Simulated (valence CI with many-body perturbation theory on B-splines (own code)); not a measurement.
E1 line list for I²⁰⁺

Method: relativistic CI+MBPT: five valence electrons over a frozen Dirac-Fock core [Ar] 3d10, a basis of 11 s, 11 p, 10 d, 8 f, 5 g, 2 h functions for each j, with the one-electron correlation potential Σ1, the two-electron term Σ2, the three-electron term Σ3, Breit, model QED; selected CI, second order for the rest, scaled by the run's own slope (own B-spline code, finite nucleus).

No measured spectrum was set against this ion. As an estimate, levels hold to about 250 cm⁻¹ or 0.2 % of their energy and the worst to 1 %, as in measured heavy ions of charge 2 to 7; those with d or f electrons hold less well. Among the levels kept, up to 2100 cm⁻¹ of a level comes from second order outside the variational space, and about a tenth of that is noise between levels of different J, which matters for small intervals.

Lines 51 to 100 of 557 in falling wavelength, among levels below 1684400 cm⁻¹, chosen from the strongest by gf and those to the six lowest levels. Wavelengths and rates use the calculated energies, so an error of 1000 cm⁻¹ moves a line at 186.2 Å by 0.19 % and its rate by three times that or more. Electric multipoles are in the length gauge, E1 and E2 with the static RPA response of the core. Weak lines are less certain than strong ones. Lines between different terms over intervals too small for the method are left out, as are lines whose strength nearly cancels. Where a level lies close to another of its J and parity, the split of strength between their lines is uncertain. The highest levels of a list are the least certain.

Names give the largest LS component (configuration and term), which can be under half, so a name can repeat, a term be missing and a line seem to break the LS rules; names also repeat where a configuration has a term twice. Letters in brackets count levels of one name in rising energy.

| λ vac (Å) | Upper | Lower | A (s⁻¹) | S (a.u.) with core polarisation | S without |
| --- | --- | --- | --- | --- | --- |
| 186.2 | 4s4p³4d ²D°_3/2 [f] | 4s²4p²4d ²P_3/2 [b] | 1.20e+10 | 1.53e-01 | 1.67e-01 |
| 186.1 | 4s4p⁴ ⁴P_3/2 | 4s²4p³ ⁴S°_3/2 | 2.13e+10 | 2.71e-01 | 2.93e-01 |
| 186.0 | 4s4p³4d ²F°_7/2 [e] | 4s²4p²4d ²D_5/2 [c] | 9.57e+09 | 2.43e-01 | 2.64e-01 |
| 185.8 | 4s4p⁴ ²P_3/2 | 4s²4p³ ²P°_1/2 | 3.63e+09 | 4.59e-02 | 5.00e-02 |
| 185.5 | 4s4p³4d ⁴F°_3/2 [b] | 4s²4p²4d ⁴D_3/2 | 1.02e+10 | 1.29e-01 | 1.40e-01 |
| 185.4 | 4s4p⁴ ²D_5/2 | 4s²4p³ ²D°_3/2 | 2.83e+08 | 5.33e-03 | 5.79e-03 |
| 185.0 | 4s4p³4d ²D°_5/2 [b] | 4s²4p²4d ²P_3/2 [a] | 1.29e+10 | 2.41e-01 | 2.62e-01 |
| 184.6 | 4s4p³4d ⁴D°_7/2 [d] | 4s²4p²4d ⁴P_5/2 | 4.24e+09 | 1.05e-01 | 1.15e-01 |
| 184.5 | 4s4p³4d ²G°_7/2 [b] | 4s²4p²4d ⁴F_7/2 | 1.15e+10 | 2.86e-01 | 3.10e-01 |
| 184.4 | 4s4p³4d ⁴D°_7/2 [d] | 4s²4p²4d ²G_7/2 | 6.05e+09 | 1.50e-01 | 1.63e-01 |
| 184.3 | 4s4p³4d ⁴F°_5/2 [b] | 4s²4p²4d ⁴D_3/2 | 7.74e+09 | 1.44e-01 | 1.56e-01 |
| 184.2 | 4s4p⁴ ⁴P_1/2 | 4s²4p³ ⁴S°_3/2 | 1.81e+10 | 1.12e-01 | 1.21e-01 |
| 184.2 | 4s4p³4d ⁴D°_5/2 [c] | 4s²4p²4d ⁴P_5/2 | 1.42e+10 | 2.62e-01 | 2.85e-01 |
| 183.8 | 4s4p³4d ²P°_1/2 [d] | 4s²4p²4d ²D_3/2 [c] | 1.64e+10 | 1.01e-01 | 1.09e-01 |
| 183.5 | 4s²4p²4d ⁴F_3/2 | 4s²4p³ ²D°_5/2 | 1.22e+09 | 1.49e-02 | 1.62e-02 |
| 183.3 | 4s4p³4d ²F°_5/2 [a] | 4s²4p²4d ⁴D_5/2 | 6.53e+09 | 1.19e-01 | 1.29e-01 |
| 182.0 | 4s4p³4d ²D°_3/2 [d] | 4s²4p²4d ²D_3/2 [a] | 1.99e+10 | 2.37e-01 | 2.57e-01 |
| 181.4 | 4s4p⁴ ²P_1/2 [b] | 4s²4p³ ²P°_3/2 | 4.11e+10 | 2.42e-01 | 2.63e-01 |
| 181.3 | 4s4p³4d ⁴D°_3/2 [c] | 4s²4p²4d ⁴P_3/2 | 1.19e+10 | 1.40e-01 | 1.52e-01 |
| 181.2 | 4s4p³4d ²F°_5/2 [d] | 4s²4p²4d ²F_7/2 [a] | 1.02e+10 | 1.79e-01 | 1.95e-01 |
| 181.1 | 4s4p³4d ²D°_5/2 [e] | 4s²4p²4d ²D_5/2 [c] | 2.34e+10 | 4.11e-01 | 4.47e-01 |
| 180.8 | 4s4p³4d ²G°_9/2 [b] | 4s²4p²4d ⁴F_9/2 | 1.63e+10 | 4.76e-01 | 5.17e-01 |
| 180.6 | 4s4p³4d ⁴D°_1/2 [e] | 4s²4p²4d ⁴P_1/2 | 2.26e+10 | 1.31e-01 | 1.43e-01 |
| 180.0 | 4s²4p²4d ⁴D_5/2 | 4s²4p³ ²P°_3/2 | 6.73e+08 | 1.16e-02 | 1.26e-02 |
| 179.8 | 4s4p³4d ²F°_5/2 [c] | 4s²4p²4d ²D_3/2 [a] | 6.54e+09 | 1.13e-01 | 1.22e-01 |
| 179.6 | 4s²4p²4f ⁴G°_5/2 | 4s²4p²4d ²D_5/2 [b] | 6.31e+09 | 1.08e-01 | 1.18e-01 |
| 179.5 | 4s²4p²4f ²D°_5/2 [a] | 4s²4p²4d ²F_7/2 [b] | 1.27e+10 | 2.18e-01 | 2.36e-01 |
| 179.3 | 4s4p³4d ²G°_7/2 [b] | 4s²4p²4d ²F_5/2 | 5.65e+09 | 1.29e-01 | 1.40e-01 |
| 179.1 | 4s4p³4d ²D°_3/2 [c] | 4s²4p²4d ²P_3/2 [a] | 1.24e+10 | 1.40e-01 | 1.52e-01 |
| 178.8 | 4s4p³4d ⁴D°_3/2 [b] | 4s²4p²4d ⁴F_5/2 | 1.78e+10 | 2.01e-01 | 2.18e-01 |
| 178.6 | 4s4p³4d ⁴D°_5/2 [b] | 4s²4p²4d ⁴F_7/2 | 1.10e+10 | 1.86e-01 | 2.01e-01 |
| 178.2 | 4s4p³4d ²F°_7/2 [c] | 4s²4p²4d ²F_7/2 [a] | 1.10e+10 | 2.45e-01 | 2.66e-01 |
| 178.1 | 4s4p³4d ⁴F°_5/2 [b] | 4s²4p²4d ²F_5/2 | 1.48e+10 | 2.47e-01 | 2.68e-01 |
| 178.1 | 4s4p³4d ²D°_3/2 [g] | 4s²4p²4d ²D_5/2 [d] | 2.33e+10 | 2.60e-01 | 2.82e-01 |
| 177.8 | 4s4p³4d ²D°_5/2 [f] | 4s²4p²4d ²F_7/2 [b] | 1.08e+10 | 1.81e-01 | 1.96e-01 |
| 177.8 | 4s4p³4d ²D°_5/2 [a] | 4s²4p²4d ⁴F_5/2 | 1.64e+10 | 2.72e-01 | 2.95e-01 |
| 177.1 | 4s4p³4d ²D°_5/2 [f] | 4s²4p²4d ²D_5/2 [c] | 5.84e+09 | 9.60e-02 | 1.04e-01 |
| 177.0 | 4s4p³4d ²D°_3/2 [e] | 4s²4p²4d ²D_5/2 [a] | 1.59e+10 | 1.74e-01 | 1.88e-01 |
| 176.9 | 4s4p³4d ⁴P°_5/2 [b] | 4s²4p²4d ⁴D_7/2 | 2.54e+10 | 4.16e-01 | 4.51e-01 |
| 176.6 | 4s4p³4d ⁴P°_3/2 [a] | 4s²4p²4d ⁴F_5/2 | 1.14e+10 | 1.24e-01 | 1.34e-01 |
| 176.5 | 4s²4p²4d ²P_3/2 [a] | 4s²4p³ ²P°_3/2 | 1.18e+09 | 1.28e-02 | 1.39e-02 |
| 175.9 | 4s4p³4d ⁴D°_7/2 [c] | 4s²4p²4d ⁴D_7/2 | 2.34e+10 | 5.04e-01 | 5.47e-01 |
| 175.7 | 4s²4p²4d ⁴F_3/2 | 4s²4p³ ²D°_3/2 | 3.16e+09 | 3.39e-02 | 3.66e-02 |
| 175.3 | 4s4p⁴ ²P_3/2 | 4s²4p³ ²D°_5/2 | 4.20e+10 | 4.47e-01 | 4.85e-01 |
| 175.2 | 4s4p³4d ²D°_3/2 [b] | 4s²4p²4d ⁴D_1/2 | 1.17e+10 | 1.24e-01 | 1.35e-01 |
| 174.8 | 4s4p³4d ⁴D°_7/2 [b] | 4s²4p²4d ⁴F_7/2 | 6.58e+09 | 1.39e-01 | 1.51e-01 |
| 174.8 | 4s4p³4d ⁴P°_5/2 [b] | 4s²4p²4d ⁴F_7/2 | 1.42e+10 | 2.25e-01 | 2.44e-01 |
| 173.7 | 4s4p³4d ²D°_3/2 [g] | 4s²4p²4d ²D_3/2 [c] | 1.10e+10 | 1.13e-01 | 1.23e-01 |
| 173.6 | 4s²4p4d² ⁴G°_7/2 [b] | 4s²4p²4d ²F_7/2 [a] | 6.81e+09 | 1.41e-01 | 1.52e-01 |
| 173.4 | 4s²4p4d² ⁴D°_3/2 [a] | 4s²4p²4d ²P_1/2 [b] | 1.39e+10 | 1.43e-01 | 1.55e-01 |
